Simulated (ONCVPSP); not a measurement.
Logarithmic derivatives: Os, ONCV

ONCVPSP 4.0.1 input, shortened (lines: element, Z, core and valence counts, functional; n l f; lmax; l rc ep ncon nbas qcut; lloc lpopt rc5 dvloc0; l nproj debl; icmod fcfact rcfact), PBE, fully relativistic:

```
  Os 76.00   10    4        4      upf
    1    0    2.00
    2    0    2.00
    2    1    6.00
    3    0    2.00
    3    1    6.00
    3    2   10.00
    4    0    2.00
    4    1    6.00
    4    2   10.00
    4    3   14.00
    5    0    2.00
    5    1    6.00
    5    2    6.00
    6    0    1.50
    2
    0    1.85    0.00    5    8    8.40
    1    2.00    0.00    5    8    6.20
    2    1.60    0.00    3    6    6.90
    4    5    1.50    6.00
    0    2    0.80
    1    2    2.90
    2    3    2.40
    1    0.50    0.00
```

Open shells are filled in proportion to 2j + 1.

The phase is arctan(r·R′/R) of the radial function R(r), unwrapped; energies in Ha, scanned from -5 to 5 Ha. A pole is an energy at which the radial function vanishes at the test radius. The pseudo phase is shifted by a multiple of π to meet the all-electron one at the reference energy, and phase errors are pseudo minus all-electron; the curves can meet again beyond the range given. Levels narrower than the energy grid can be missing from the lists of poles.

```csv
channel,radius (bohr),reference energy (Ha),"poles, all-electron","poles, pseudo",unbroken range about the reference energy with phases within 0.05 rad,phase error 1 Ha above the reference energy (rad)
s,1.88,-0.35,"-3.34, 4.02","-3.34, 4.02",the whole range,+0.000
p3/2,2.03,-1.89,"-1.64, 4.43","-1.64, 4.39",the whole range,-0.000
p1/2,2.03,-2.34,"-2.18, 3.80","-2.18, 3.78",the whole range,-0.000
d5/2,1.63,-0.35,1.66,1.66,the whole range,-0.000
d3/2,1.63,-0.39,1.50,1.50,the whole range,-0.000
```

Phases in the p3/2 channel:

```json
{"E (Ha)": "-4.96", "all-electron": "1.356", "pseudo": "1.356"}
{"E (Ha)": "-4.48", "all-electron": "1.336", "pseudo": "1.336"}
{"E (Ha)": "-4.00", "all-electron": "1.308", "pseudo": "1.308"}
{"E (Ha)": "-3.52", "all-electron": "1.267", "pseudo": "1.267"}
{"E (Ha)": "-3.04", "all-electron": "1.191", "pseudo": "1.191"}
{"E (Ha)": "-2.56", "all-electron": "0.975", "pseudo": "0.975"}
{"E (Ha)": "-2.08", "all-electron": "-0.771", "pseudo": "-0.771"}
{"E (Ha)": "-1.60", "all-electron": "-1.593", "pseudo": "-1.593"}
{"E (Ha)": "-1.12", "all-electron": "-1.760", "pseudo": "-1.760"}
{"E (Ha)": "-0.64", "all-electron": "-1.882", "pseudo": "-1.882"}
{"E (Ha)": "-0.16", "all-electron": "-2.045", "pseudo": "-2.045"}
{"E (Ha)": "0.32", "all-electron": "-2.373", "pseudo": "-2.373"}
{"E (Ha)": "0.80", "all-electron": "-3.161", "pseudo": "-3.161"}
{"E (Ha)": "1.28", "all-electron": "-3.982", "pseudo": "-3.982"}
{"E (Ha)": "1.76", "all-electron": "-4.322", "pseudo": "-4.322"}
{"E (Ha)": "2.24", "all-electron": "-4.475", "pseudo": "-4.476"}
{"E (Ha)": "2.72", "all-electron": "-4.561", "pseudo": "-4.562"}
{"E (Ha)": "3.20", "all-electron": "-4.618", "pseudo": "-4.619"}
{"E (Ha)": "3.68", "all-electron": "-4.660", "pseudo": "-4.662"}
{"E (Ha)": "4.16", "all-electron": "-4.695", "pseudo": "-4.697"}
{"E (Ha)": "4.64", "all-electron": "-4.726", "pseudo": "-4.729"}
```
